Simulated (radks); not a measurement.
The numbers below are computed, except where a source is named.
Q: Hf+, 71 electrons, occupied as [Xe] 4f14 5d1 6s2. Code: a radial shooting solver on a logarithmic mesh with Libxc functionals. Model: scalar-relativistic Kohn-Sham, PBEsol, spin-polarised, spherical densities, point nucleus; open shells are filled with parallel spins first (spin-orbit coupling, left out, can overturn this in heavy ions). Some entries of the table are withheld. Estimate them.

| orbital | occ. | eigenvalue (eV) | <r^2> (bohr^2) | <r> (bohr) |
|---|---|---|---|---|
| 1s down | 1 | -65272.99 | 0.0004951 | 0.01899 |
| 1s up | 1 | -65272.99 | 0.0004951 | 0.01899 |
| 2s up | 1 | -11170.95 | 0.007643 | 0.08039 |
| 2s down | 1 | -11170.92 | 0.007643 | 0.08039 |
| 2p up | 3 | -9810.552 | 0.006286 | 0.07174 |
| 2p down | 3 | -9810.526 | 0.006286 | 0.07174 |
| 3s up | 1 | -2552.258 | 0.04980 | 0.2087 |
| 3s down | 1 | -2552.253 | 0.04980 | 0.2087 |
| 3p up | 3 | -2145.930 | 0.05044 | 0.2086 |
| 3p down | 3 | -2145.924 | 0.05044 | 0.2086 |
| 3d up | 5 | -1664.992 | 0.04188 | 0.1890 |
| 3d down | 5 | -1664.975 | 0.04188 | 0.1890 |
| 4s up | 1 | -521.3134 | 0.2477 | 0.4683 |
| 4s down | 1 | -521.2936 | 0.2477 | 0.4683 |
| 4p up | 3 | -388.0153 | 0.2820 | 0.4978 |
| 4p down | 3 | -387.9968 | 0.2820 | 0.4978 |
| 4d up | 5 | -215.8418 | 0.3327 | 0.5354 |
| 4d down | 5 | -215.8168 | 0.3326 | 0.5353 |
| 5s up | 1 | -76.5337 | 1.445 | 1.133 |
| 5s down | 1 | -76.1709 | 1.439 | 1.131 |
| 5p up | 3 | -44.9923 | 2.025 | 1.335 |
| 5p down | 3 | -44.4794 | 2.013 | 1.331 |
| 4f up | 7 | -26.2198 | 0.5929 | 0.6768 |
| 4f down | 7 | -26.1272 | 0.5874 | 0.6744 |
| 6s up | 1 | -12.1200 | 10.68 | (1) |
| 6s down | 1 | -11.6231 | 11.01 | (2) |
| 5d up | 1 | -11.0343 | 5.534 | 2.156 |
| 5d down | 0 | -10.3671 | 5.687 | 2.180 |
| 6p up | 0 | -7.0340 | 17.82 | (3) |
| 6p down | 0 | -6.7458 | 18.55 | (4) |

A: 
(1) 6s up <r> (bohr): 3.083
(2) 6s down <r> (bohr): 3.129
(3) 6p up <r> (bohr): 3.973
(4) 6p down <r> (bohr): 4.053
